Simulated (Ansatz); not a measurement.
C₄H₁₁O₂, charge +1, singlet, at a GFN2-xTB geometry; HF/pcseg-1 (Ansatz, a program for electronic structure).

The Ansatz input:
Ansatz 0.2 input:
```yaml
crystal:
  periodic: [false, false, false]
  atoms:
    - {symbol: C, position_ang: [2.36661495, -0.12619185, 0.24717262]}
    - {symbol: O, position_ang: [1.07480002, -0.25199685, 0.88042613]}
    - {symbol: C, position_ang: [0.10937954, 0.77036453, 0.54592923]}
    - {symbol: C, position_ang: [-0.75192641, 0.19441294, -0.61376919]}
    - {symbol: C, position_ang: [-2.17918002, 0.69870354, -0.57404255]}
    - {symbol: O, position_ang: [-0.65341053, -1.22418938, -0.47085191]}
    - {symbol: H, position_ang: [2.28582328, -0.07100439, -0.83805283]}
    - {symbol: H, position_ang: [2.94889462, -1.00127445, 0.53127219]}
    - {symbol: H, position_ang: [2.85431223, 0.76743456, 0.63433318]}
    - {symbol: H, position_ang: [0.53921333, -1.06622632, 0.43861294]}
    - {symbol: H, position_ang: [-0.49794260, 0.92202136, 1.44290896]}
    - {symbol: H, position_ang: [0.60261658, 1.70361411, 0.28107471]}
    - {symbol: H, position_ang: [-0.29008700, 0.43189425, -1.57822099]}
    - {symbol: H, position_ang: [-2.74978232, 0.28220415, -1.40027805]}
    - {symbol: H, position_ang: [-2.66131296, 0.42441196, 0.36279328]}
    - {symbol: H, position_ang: [-2.19491570, 1.78067518, -0.66519481]}
    - {symbol: H, position_ang: [-1.47726349, -1.58799572, -0.11758277]}
basis:
  gaussian:
    orbitals: pcseg-1.json
hamiltonian:
  xc: hf
total_charge: 1
output: {forces: true}
```
The basis file holds pcseg-1 in the JSON format of the Basis Set Exchange.

### Question
Predict the main parts of the log of this Ansatz run.

### Answer

```
Functional definition: HF
1471 factors; integrals over basis functions are off by at most 1.4e-3 eV
mean field evaluation 1: about -8354.9650 eV, gradient 4.7e1 eV
mean field evaluation 2: about -8354.9737 eV, gradient 4.7e1 eV
mean field evaluation 4: about -8360.1999 eV, gradient 5.0e0 eV
mean field evaluation 8: about -8360.2664 eV, gradient 2.6e-4 eV
mean field -8360.26643491 eV, -307.2341246908 hartree, gradient 1.2e-5 eV, S^2 0.000000; 0 other end points of the search recorded, 0 dependent functions left out
the calculation of the forces begins
reference -8360.26643491 eV, -307.2341246908 hartree; 25, 25 occupied and 114, 114 virtual orbitals, 1471 factors
Total energy: -8360.26643491 eV, -307.2341246908 hartree
Atom 0 at     2.366615    -0.126192     0.247173 Å, force     1.572681    -0.051703    -0.121427 eV/Å
Atom 1 at     1.074800    -0.251997     0.880426 Å, force    -1.071247    -1.273165    -1.584303 eV/Å
Atom 2 at     0.109380     0.770365     0.545929 Å, force    -1.293843     0.658474     0.033864 eV/Å
Atom 3 at    -0.751926     0.194413    -0.613769 Å, force     0.400238     0.425886    -0.184304 eV/Å
Atom 4 at    -2.179180     0.698704    -0.574043 Å, force     0.067097    -0.149157    -0.030937 eV/Å
Atom 5 at    -0.653411    -1.224189    -0.470852 Å, force    -0.824818     0.083817     0.536265 eV/Å
Atom 6 at     2.285823    -0.071004    -0.838053 Å, force    -0.323165    -0.032162     0.353255 eV/Å
Atom 7 at     2.948895    -1.001274     0.531272 Å, force    -0.330421     0.248451    -0.010118 eV/Å
Atom 8 at     2.854312     0.767435     0.634333 Å, force    -0.366959    -0.292127     0.003066 eV/Å
Atom 9 at     0.539213    -1.066226     0.438613 Å, force     1.006123     0.909881     1.095183 eV/Å
Atom 10 at    -0.497943     0.922021     1.442909 Å, force     0.423308    -0.119195    -0.280062 eV/Å
Atom 11 at     0.602617     1.703614     0.281075 Å, force     0.085376    -0.383505     0.149390 eV/Å
Atom 12 at    -0.290087     0.431894    -1.578221 Å, force    -0.188625    -0.164851     0.412287 eV/Å
Atom 13 at    -2.749782     0.282204    -1.400278 Å, force     0.071507     0.059649     0.057174 eV/Å
Atom 14 at    -2.661313     0.424412     0.362793 Å, force     0.004707     0.048014    -0.058991 eV/Å
Atom 15 at    -2.194916     1.780675    -0.665195 Å, force    -0.018558    -0.025373     0.002307 eV/Å
Atom 16 at    -1.477263    -1.587996    -0.117583 Å, force     0.786600     0.057067    -0.372648 eV/Å
Dipole moment:     0.250412     0.151911     0.123485 e Å
```
